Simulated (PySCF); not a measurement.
Spinor energies of Cs- (caesium, charge -1)

Start: [Xe] 6s2. Calculated with PySCF 2.14 in x2c-TZVPall-2c with one added diffuse shell each of s, p, d type (12s12p10d1f, 105 functions): generalised Hartree-Fock with the X2C-1e Hamiltonian and a Gaussian nucleus; one run each with spin-orbit coupling (SO) switched off, then screened by Boettger's factors.

```
spinor shell  electrons  ε, spin-free (eV)  ε, screened SO (eV)  weight of nominal j (screened SO)  rms radius, screened SO (bohr)
       1s1/2          2           -36156.5             -36152.5                              1.000                          0.0298
       2s1/2          2            -5773.3              -5772.1                              1.000                           0.121
       2p1/2          2            -5171.6              -5417.3                              1.000                           0.105
       2p3/2          4            -5171.6              -5061.9                              1.000                           0.110
       3s1/2          2            -1242.4              -1242.0                              1.000                           0.318
       3p1/2          2            -1044.2              -1092.6                              1.000                           0.310
       3p3/2          4            -1044.2              -1022.5                              1.000                           0.322
       3d3/2          4            -753.66              -762.23                              1.000                           0.294
       3d5/2          6            -753.66              -747.57                              1.000                           0.298
       4s1/2          2            -250.78              -250.67                              1.000                           0.738
       4p1/2          2            -184.70              -194.61                              1.000                           0.770
       4p3/2          4            -184.70              -180.20                              1.000                           0.796
       4d3/2          4            -85.428              -86.842                              1.000                           0.896
       4d5/2          6            -85.428              -84.392                              1.000                           0.907
       5s1/2          2            -32.583              -32.567                              1.000                            1.88
       5p1/2          2            -15.467              -16.733                              1.000                            2.17
       5p3/2          4            -15.467              -14.891                              1.000                            2.27
       6s1/2          2             -0.163               -0.163                              1.000                            8.67
```

```
   quantity    spin-free  screened SO
E (hartree)  -7781.80567  -7784.53440
        M_J            0            0
       ⟨J²⟩        0.000        0.000
       ⟨L²⟩        0.000        0.035
       ⟨S²⟩        0.000        0.035
```

Breit and QED terms are absent; they matter most for the inner s and p1/2 levels.

Densities and radii are taken from the X2C orbitals without a picture-change correction, which distorts them close to the nucleus.

Without spin-orbit coupling the j labels of p, d and f shells carry no meaning; the spin-free column gives the mean over the occupied spinors of each nl shell.
